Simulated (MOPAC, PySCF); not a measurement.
Proton-shift isomers of CC(=O)S. Gas-phase values, no solvent. One relaxed conformer stands for each flexible species; it need not be the lowest. Strings in code marks are SMILES.

Quantity: vertical ionisation energy (energy after one electron is removed minus that of the parent at the parent's geometry), in eV.

Level 1: PBE-D3(BJ)/def2-TZVP // B3LYP-D3(BJ)/def2-TZVP (PySCF)
Level 2: TPSSh-D3(BJ)/def2-TZVP // B3LYP-D3(BJ)/def2-TZVP (PySCF)
Level 3: minus the HOMO energy of HF/3-21G // B3LYP-D3(BJ)/def2-TZVP (PySCF)
Level 4: minus the HOMO energy of PM6 // B3LYP-D3(BJ)/def2-TZVP (MOPAC)

```tsv
species	level 1	level 2	level 3	level 4
`CC(O)=S` (S–C–O–H torsion 0°)	8.98	8.98	9.62	9.33
`C=C(O)S` (S–C–O–H torsion 180°, O–C–S–H torsion -180°)	8.41	8.42	9.07	9.19
`CC(=O)S` (O–C–S–H torsion 180°)	9.81	9.85	10.71	9.92
```
